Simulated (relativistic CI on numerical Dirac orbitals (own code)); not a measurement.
Ru7+: M2,3 absorption edge

Computed with this model: Dirac-Coulomb-Breit CI, KLI orbitals optimised for each configuration, QED by a radiative potential, valence Slater integrals scaled by 0.7, multiplet model of core-to-valence dipole absorption; configurations [Kr] 4d → [Ne] 3s2 3p5 3d10 4s2 4p6 4d2; 300 K; Lorentzian 1.2 eV and Gaussian 0.4 eV FWHM. Energies are those of the free ion, without screening or charge transfer. The branching ratio is the share of the lower-energy edge in the whole absorption, uncertain by about 0.02 where the edges overlap. S is read from ⟨S²⟩ = S(S + 1).

Field parameters in Wybourne normalisation: D3d B²₀ = −7Dσ, B⁴₀ = −14Dq − 21Dτ, B⁴₃ = −14√(10/7) Dq; D4h B²₀ = −7Ds, B⁴₀ = 21(Dq − Dt), B⁴₄ = 21√(5/14) Dq; Oh B⁴₀ = 21Dq, B⁴₄ = √(5/14) B⁴₀. The field is a parameter set, without covalency.

Computed curve for Oh, 10Dq = 38650 cm⁻¹, scaled to 100 at the maximum (points under 2 are left out and the grid is thinned):

```json
{"Energy (eV)": "470.00", "Intensity": "2.1"}
{"Energy (eV)": "470.75", "Intensity": "2.5"}
{"Energy (eV)": "471.75", "Intensity": "3.6"}
{"Energy (eV)": "472.50", "Intensity": "4.9"}
{"Energy (eV)": "473.25", "Intensity": "7.3"}
{"Energy (eV)": "474.25", "Intensity": "15.5"}
{"Energy (eV)": "475.00", "Intensity": "36.7"}
{"Energy (eV)": "475.75", "Intensity": "80.3"}
{"Energy (eV)": "476.75", "Intensity": "100.0"}
{"Energy (eV)": "477.50", "Intensity": "79.9"}
{"Energy (eV)": "478.25", "Intensity": "42.2"}
{"Energy (eV)": "479.25", "Intensity": "34.0"}
{"Energy (eV)": "480.00", "Intensity": "61.2"}
{"Energy (eV)": "480.75", "Intensity": "93.5"}
{"Energy (eV)": "481.75", "Intensity": "92.7"}
{"Energy (eV)": "482.50", "Intensity": "59.1"}
{"Energy (eV)": "483.25", "Intensity": "25.4"}
{"Energy (eV)": "484.25", "Intensity": "9.9"}
{"Energy (eV)": "485.00", "Intensity": "6.4"}
{"Energy (eV)": "485.75", "Intensity": "4.5"}
{"Energy (eV)": "486.75", "Intensity": "3.2"}
{"Energy (eV)": "487.50", "Intensity": "2.6"}
{"Energy (eV)": "488.25", "Intensity": "2.3"}
{"Energy (eV)": "494.25", "Intensity": "2.1"}
{"Energy (eV)": "495.00", "Intensity": "2.6"}
{"Energy (eV)": "495.75", "Intensity": "3.7"}
{"Energy (eV)": "496.75", "Intensity": "7.5"}
{"Energy (eV)": "497.50", "Intensity": "18.1"}
{"Energy (eV)": "498.25", "Intensity": "45.4"}
{"Energy (eV)": "499.25", "Intensity": "28.4"}
{"Energy (eV)": "500.00", "Intensity": "25.1"}
{"Energy (eV)": "500.75", "Intensity": "13.6"}
{"Energy (eV)": "501.75", "Intensity": "15.1"}
{"Energy (eV)": "502.50", "Intensity": "20.4"}
{"Energy (eV)": "503.25", "Intensity": "27.8"}
{"Energy (eV)": "504.25", "Intensity": "31.8"}
{"Energy (eV)": "505.00", "Intensity": "22.1"}
{"Energy (eV)": "505.75", "Intensity": "8.7"}
{"Energy (eV)": "506.75", "Intensity": "3.5"}
{"Energy (eV)": "507.50", "Intensity": "2.2"}
```

The ground state has S = 0.50, and the centroid lies at 484.86 eV.
